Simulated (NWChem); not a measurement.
System: GeSiH₃F₃; SMILES [Si](F)(F)([GeH3])F

Input file for NWChem:

```
start job
memory heap 200 mb stack 900 mb global 1100 mb
geometry units angstroms noautosym nocenter noautoz
  F      1.484961     1.476049     0.138440
  Si    -0.000117     0.876473     0.000169
  F     -0.862426     1.477822     1.216281
  F     -0.622224     1.475755    -1.355512
  Ge    -0.000744    -1.480365     0.001882
  H      0.604222    -1.979173     1.321190
  H      0.838907    -1.981030    -1.181221
  H     -1.445593    -1.979921    -0.133169
end
basis spherical
  * library def2-svp
end
dft
  xc xpbe96 cpbe96
  iterations 150
end
property
  response 1 0.0
end
task dft property
```

NWChem printed, in part:

```
             Northwest Computational Chemistry Package (NWChem) 7.3.0
             --------------------------------------------------------

                             Geometry "geometry" -> ""
                             -------------------------

 Output coordinates in angstroms (scale by  1.889725989 to convert to a.u.)

  No.       Tag          Charge          X              Y              Z
 ---- ---------------- ---------- -------------- -------------- --------------
    1 F                    9.0000     1.48496100     1.47604900     0.13844000
    2 Si                  14.0000    -0.00011700     0.87647300     0.00016900
    3 F                    9.0000    -0.86242600     1.47782200     1.21628100
    4 F                    9.0000    -0.62222400     1.47575500    -1.35551200
    5 Ge                  32.0000    -0.00074400    -1.48036500     0.00188200
    6 H                    1.0000     0.60422200    -1.97917300     1.32119000
    7 H                    1.0000     0.83890700    -1.98103000    -1.18122100
    8 H                    1.0000    -1.44559300    -1.97992100    -0.13316900

 Effective nuclear repulsion energy (a.u.)     464.2885784651

  pbe96 is a nonlocal functional; adding pw91lda local functional.
                              NWChem Property Module
                              ----------------------

                                 NWChem DFT Module
                                 -----------------

 Summary of "ao basis" -> "ao basis" (spherical)
 ------------------------------------------------------------------------------
       Tag                 Description            Shells   Functions and Types
 ---------------- ------------------------------  ------  ---------------------
 F                          def2-svp                 6       14   3s2p1d
 Si                         def2-svp                 8       18   4s3p1d
 Ge                         def2-svp                12       32   5s4p3d
 H                          def2-svp                 3        5   2s1p

            General Information
            -------------------
          SCF calculation type: DFT
          Wavefunction type:  closed shell.
          No. of atoms     :     8
          No. of electrons :    76
           Alpha electrons :    38
            Beta electrons :    38
          Charge           :     0
          Spin multiplicity:     1
          Use of symmetry is: off; symmetry adaption is: off
          Maximum number of iterations: 150
          AO basis - number of functions:   107
                     number of shells:    47
          Convergence on energy requested:  1.00D-06
          Convergence on density requested:  1.00D-05
          Convergence on gradient requested:  5.00D-04

              XC Information
              --------------
          PerdewBurkeErnzerhof Exchange Functional  1.000
            Perdew 1991 LDA Correlation Functional  1.000 local
           PerdewBurkeErnz. Correlation Functional  1.000 non-local

             Grid Information
             ----------------
          Grid used for XC integration:  medium
          Radial quadrature: Mura-Knowles
          Angular quadrature: Lebedev.
          Tag              B.-S. Rad. Rad. Pts. Rad. Cut. Ang. Pts.
          ---              ---------- --------- --------- ---------
          F                   0.50       49          11.0       434
          Si                  1.10       88          10.0       590
          Ge                  1.25      112           9.0       590
          H                   0.35       45          10.0       434
          Grid pruning is: on
          Number of quadrature shells:   482
          Spatial weights used:  Erf1

      Superposition of Atomic Density Guess
      -------------------------------------

 Sum of atomic energies:       -2663.15740583

      Non-variational initial energy
      ------------------------------

 Total energy =   -2664.148748
 1-e energy   =   -4639.952612
 2-e energy   =    1511.515285
 HOMO         =      -0.363063
 LUMO         =       0.069573

   convergence    iter        energy       DeltaE   RMS-Dens  Diis-err
 ---------------- ----- ----------------- --------- --------- ---------
 d= 0,ls=0.0,diis     1  -2666.5226734647 -3.13D+03  2.04D-02  1.23D+00
 d= 0,ls=0.0,diis     2  -2666.2515758811  2.71D-01  1.15D-02  4.61D+00
 d= 0,ls=0.0,diis     3  -2666.6632660558 -4.12D-01  1.17D-03  3.70D-02
 d= 0,ls=0.0,diis     4  -2666.6654263588 -2.16D-03  4.35D-04  5.99D-03
 d= 0,ls=0.0,diis     5  -2666.6657498008 -3.23D-04  1.64D-04  4.33D-04
  Resetting Diis
 d= 0,ls=0.0,diis     6  -2666.6657875472 -3.77D-05  3.21D-05  9.20D-06
 d= 0,ls=0.0,diis     7  -2666.6657886903 -1.14D-06  1.54D-05  5.25D-07
 d= 0,ls=0.0,diis     8  -2666.6657886753  1.50D-08  7.70D-06  7.21D-07

         Total DFT energy =    -2666.665788675289
      One electron energy =    -4640.440862468036
           Coulomb energy =     1641.269940468839
    Exchange-Corr. energy =     -131.783445141146
 Nuclear repulsion energy =      464.288578465055

 Numeric. integr. density =       75.999984130468

                       DFT Final Molecular Orbital Analysis
                       ------------------------------------

 Vector   36  Occ=2.000000D+00  E=-3.267091D-01
              MO Center=  5.9D-02, -1.7D+00, -4.2D-01, r^2= 2.7D+00
   Bfn.  Coefficient  Atom+Function         Bfn.  Coefficient  Atom+Function
  ----- ------------  ---------------      ----- ------------  ---------------
    98      0.358600  7 H  s                 72      0.254417  5 Ge px
   103     -0.254846  8 H  s                 74     -0.220947  5 Ge pz
    99      0.188287  7 H  s                 69     -0.151131  5 Ge px
    75      0.145892  5 Ge px               104     -0.133810  8 H  s
    71      0.131249  5 Ge pz                77     -0.126711  5 Ge pz

 Vector   37  Occ=2.000000D+00  E=-3.267038D-01
              MO Center= -6.0D-02, -1.7D+00,  4.2D-01, r^2= 2.7D+00
   Bfn.  Coefficient  Atom+Function         Bfn.  Coefficient  Atom+Function
  ----- ------------  ---------------      ----- ------------  ---------------
    93      0.354172  6 H  s                103     -0.266952  8 H  s
    74      0.254419  5 Ge pz                72      0.220948  5 Ge px
    94      0.185965  6 H  s                 71     -0.151132  5 Ge pz
    77      0.145900  5 Ge pz               104     -0.140169  8 H  s
    69     -0.131249  5 Ge px                75      0.126704  5 Ge px

 Vector   38  Occ=2.000000D+00  E=-2.909023D-01
              MO Center= -3.9D-04, -2.9D-01,  1.0D-03, r^2= 3.5D+00
   Bfn.  Coefficient  Atom+Function         Bfn.  Coefficient  Atom+Function
  ----- ------------  ---------------      ----- ------------  ---------------
    73      0.345552  5 Ge py                17      0.252996  2 Si s
    76      0.242715  5 Ge py                23     -0.233880  2 Si py
     5     -0.204171  1 F  py                37     -0.204242  3 F  py
    51     -0.204148  4 F  py                70     -0.190985  5 Ge py
    16      0.146698  2 Si s                  8      0.140252  1 F  py

 Vector   39  Occ=0.000000D+00  E=-2.719744D-02
              MO Center=  2.1D-02, -5.9D-01, -3.4D-02, r^2= 4.0D+00
   Bfn.  Coefficient  Atom+Function         Bfn.  Coefficient  Atom+Function
  ----- ------------  ---------------      ----- ------------  ---------------
    99      0.799259  7 H  s                 77      0.719100  5 Ge pz
    75     -0.547835  5 Ge px               104     -0.422969  8 H  s
    94     -0.375965  6 H  s                 27      0.302824  2 Si pz
    25     -0.230766  2 Si px                98      0.215917  7 H  s
    24      0.173803  2 Si pz                35     -0.158721  3 F  s

 Vector   40  Occ=0.000000D+00  E=-2.719568D-02
              MO Center= -2.2D-02, -5.9D-01,  3.6D-02, r^2= 4.0D+00
   Bfn.  Coefficient  Atom+Function         Bfn.  Coefficient  Atom+Function
  ----- ------------  ---------------      ----- ------------  ---------------
    75      0.719103  5 Ge px                94     -0.705639  6 H  s
   104      0.678552  8 H  s                 77      0.547853  5 Ge pz
    25      0.302815  2 Si px                27      0.230739  2 Si pz
    93     -0.190632  6 H  s                103      0.183295  8 H  s
    22      0.173779  2 Si px                72      0.154446  5 Ge px

 Vector   41  Occ=0.000000D+00  E=-9.615548D-03
              MO Center= -5.9D-04, -4.8D-01,  1.1D-03, r^2= 5.0D+00
   Bfn.  Coefficient  Atom+Function         Bfn.  Coefficient  Atom+Function
  ----- ------------  ---------------      ----- ------------  ---------------
    18      1.244523  2 Si s                 64     -0.837401  5 Ge s
    65     -0.720166  5 Ge s                 76     -0.616375  5 Ge py
    17      0.431217  2 Si s                 63      0.347671  5 Ge s
    94      0.336841  6 H  s                 99      0.336463  7 H  s
   104      0.336926  8 H  s                 16      0.301888  2 Si s

     Multipole analysis of the density
     ---------------------------------

     L   x y z        total         alpha         beta         nuclear
     -   - - -        -----         -----         ----         -------
     0   0 0 0     -0.000000    -38.000000    -38.000000     76.000000

     1   1 0 0     -0.000279      0.023587      0.023587     -0.047453
     1   0 1 0     -0.772316      0.723629      0.723629     -2.219574
     1   0 0 1      0.000487     -0.058594     -0.058594      0.117675

     2   2 0 0    -35.374568    -76.936706    -76.936706    118.498843
     2   1 1 0      0.000812     -0.053562     -0.053562      0.107936
     2   1 0 1     -0.000050     -0.000633     -0.000633      0.001215
     2   0 2 0    -35.315241   -288.181313   -288.181313    541.047386
     2   0 1 1     -0.001387      0.152430      0.152430     -0.306248
     2   0 0 2    -35.374439    -76.934631    -76.934631    118.494823

 *** CALLING NEW AORESP DRIVER FOR CLOSED AND OPEN SHELLS ***
 Entering AOResponse driver routine

--------------------------------------------------------------------------------

          -----------------------------------------------
          Solving response equations for perturbing field
          -----------------------------------------------

 number of frequencies:     1
 frequency in a.u.:  0.0000000E+00
 Perturbing field: electric
 Using El. Dipole Length Gauge

 Setting up CPKS with frequency omega =      0.00000000 a.u.

 STATIC response

                                NWChem CPHF Module
                                ------------------

  scftype          =     RHF
  nclosed          =       38
  nopen            =        0
  variables        =     2622
  # of vectors     =        3
  tolerance        = 0.10D-03
  level shift      = 0.00D+00
  max iterations   =       50
  max subspace     =       30

 SCF residual:    1.1536868901088251E-004

Iterative solution of linear equations
  No. of variables     2622
  No. of equations        3
  Maximum subspace       30
        Iterations       50
       Convergence  1.0D-04

   iter   nsub   residual    time
   ----  ------  --------  ---------
     1      3    4.45D+00      40.2
     2      6    1.73D+00      47.3
     3      9    7.36D-01      51.8
     4     12    3.61D-02      55.6
     5     15    2.18D-02      59.5
     6     18    1.31D-02      63.5
     7     21    4.67D-04      68.8
     8     24    1.47D-04      73.4
     9     27    3.68D-05      78.1

 Electric Dipole Response Matrix (nonzero elements):

              1        2        3
    1   45.7801   0.0027  -0.0005
    2    0.0027  56.5221  -0.0075
    3   -0.0005  -0.0075  45.7801

 ------------------------------------------
 average:        49.36074 + I       0.00000

 DFT Linear Response polarizability / au
 Frequency  =       0.0000000 / au
              X              Y              Z
 -----------------------------------------------
 X      45.7800683      0.0026547     -0.0004911
 Y       0.0026547     56.5220503     -0.0074546
 Z      -0.0004911     -0.0074546     45.7801161
 -----------------------------------------------
 Eigenvalues =      45.7795995     56.5220561     45.7805791
 Isotropic   =      49.3607449
 Anisotropic =      10.7419669
 -----------------------------------------------

 Magnetic Dipole Response Matrix (nonzero elements):

 Exiting AOResponse driver routine
```

Level: PBE/def2-SVP. Geometry: optimised at PBE0/def2-SVP.
